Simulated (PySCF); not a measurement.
Vertical excitation energies

Species: 4-mercaptophenol, C₆H₆OS.
InChI=1S/C6H6OS/c7-5-1-3-6(8)4-2-5/h1-4,7-8H

Level of theory: TDDFT CAM-B3LYP/def2-SVPD, vertical, gas phase, core orbitals frozen in the response in PySCF 2.14.0, density-fitted response routines. Isolated species at its GFN2-xTB geometry (one conformer only). Torsions of this conformer, `[OH:1][c:2]1[cH:3][cH:4][c:5]([SH:6])[cH:7][cH:8]1`: H–O1–C2–C3 0°, H–S6–C5–C4 180°.

| state | E (eV) | E (hartree) | f | \|μ\| (D) | symmetry | main configurations (H = HOMO, L = LUMO) |
| --- | --- | --- | --- | --- | --- | --- |
| S1 | 4.67 | 0.1716 | 0.031 | 1.33 | A′ | H→L (91%) |
| S2 | 4.98 | 0.1831 | 0.0016 | 0.29 | – | H→L+2 (62%), H→L+4 (10%), H→L+3 (9%) |
| S3 | 5.42 | 0.1992 | 0.258 | 3.54 | A′ | H→L+1 (91%) |
| S4 | 5.67 | 0.2085 | 0.0052 | 0.49 | A″ | H→L+3 (80%) |
| S5 | 5.83 | 0.2142 | 0.015 | 0.82 | A″ | H→L+4 (62%), H→L+2 (21%) |
| S6 | 6.49 | 0.2387 | 0.0042 | 0.42 | A″ | H→L+6 (39%), H→L+5 (36%) |
| S7 | 6.60 | 0.2425 | 0.0000 | 0.03 | – | H→L+5 (58%), H→L+6 (29%) |
| S8 | 6.70 | 0.2463 | 0.097 | 1.95 | A′ | H-1→L+1 (45%), H-2→L (36%) |

Triplets (Tamm–Dancoff): T1 3.79 eV, H→L+1 (76%), H-1→L (14%); T2 3.83 eV, H→L (93%); T3 4.67 eV, H→L+2 (52%), H→L+4 (12%), H→L+6 (11%).

The lowest singlet lies at 4.67 eV (265 nm, ultraviolet) and is of moderate strength; its leading configuration is HOMO→LUMO (91%). The strongest level in the table is S3 at 5.42 eV (229 nm, f = 0.258). Löwdin shares by element: HOMO sulfur 32%, carbon 27% or more, oxygen 10% (atoms not listed hold the other 30%); LUMO carbon 71% or more (atoms not listed hold the other 29%). Orbital energies (eV): HOMO-3 -11.05, HOMO-2 -9.47, HOMO-1 -8.94, HOMO -7.20, LUMO 0.49, LUMO+1 0.94, LUMO+2 0.97. The oscillator strengths of these states sum to 0.412; summed over the whole spectrum of an exact calculation they would give the number of electrons, 66 (Thomas–Reiche–Kuhn). Weighted by f, the mean energy of these states is 5.69 eV. No computed singlet lies in the visible range (380 to 750 nm); the lowest, at 265 nm, stands 1.41 eV above its violet end (3.26 eV). Symmetry labels in Cs follow from the direction of the transition dipole and are given only for states with f of 0.002 or more. Singlets were solved by full linear response, triplets in the Tamm–Dancoff approximation.
